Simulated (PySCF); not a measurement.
difluoromethane (CH2F2), singlet, geometry from GFN2-xTB. Base run: R2SCAN/cc-pVTZ (PySCF).

Here is a job for PySCF.
```python
from pyscf import gto, scf, dft

mol = gto.Mole()
mol.atom = '''
    C     0.01968854    0.00631445    0.49889193
    F    -0.03994213    1.08453031   -0.30145729
    F     0.01714658   -1.09184124   -0.27616403
    H    -0.87297769   -0.00966100    1.13908803
    H     0.96000648    0.03757263    1.06615233
'''
mol.basis = 'cc-pvtz'
mol.verbose = 4
mol.build()

mf = dft.RKS(mol)
mf.xc = 'r2scan'
mf.kernel()
```

Variants of this job, named by their change:

```json
[
 {"change": "base", "ΔE vs base (mEh)": "0.000", "fitting functions": "-", "dipole (D)": "1.73"},
 {"change": "auxbasis = autoaux", "ΔE vs base (mEh)": "-0.012", "fitting functions": "581", "dipole (D)": "1.73"},
 {"change": "auxbasis = def2-universal-jkfit", "ΔE vs base (mEh)": "-0.084", "fitting functions": "265", "dipole (D)": "1.73"},
 {"change": "auxbasis = even-tempered beta=3.0", "ΔE vs base (mEh)": "-0.230", "fitting functions": "353", "dipole (D)": "1.73"},
 {"change": "auxbasis = cc-pvtz-ri", "ΔE vs base (mEh)": "-0.214", "fitting functions": "303", "dipole (D)": "1.73"},
 {"change": "auxbasis = def2-universal-jfit", "ΔE vs base (mEh)": "-0.127", "fitting functions": "169", "dipole (D)": "1.73"},
 {"change": "auxbasis = cc-pvtz-jkfit", "ΔE vs base (mEh)": "-0.052", "fitting functions": "297", "dipole (D)": "1.73"},
 {"change": "auxbasis = cc-pvdz-jkfit", "ΔE vs base (mEh)": "-0.163", "fitting functions": "256", "dipole (D)": "1.73"},
 {"change": "auxbasis = even-tempered beta=1.6", "ΔE vs base (mEh)": "-0.003", "fitting functions": "768", "dipole (D)": "1.73"},
 {"change": "auxbasis = even-tempered beta=2.0", "ΔE vs base (mEh)": "-0.017", "fitting functions": "546", "dipole (D)": "1.73"}
]
```

A fitting set is made for a task (jfit for Coulomb, jkfit for Coulomb and exchange, ri for correlation) and for a family of orbital bases.
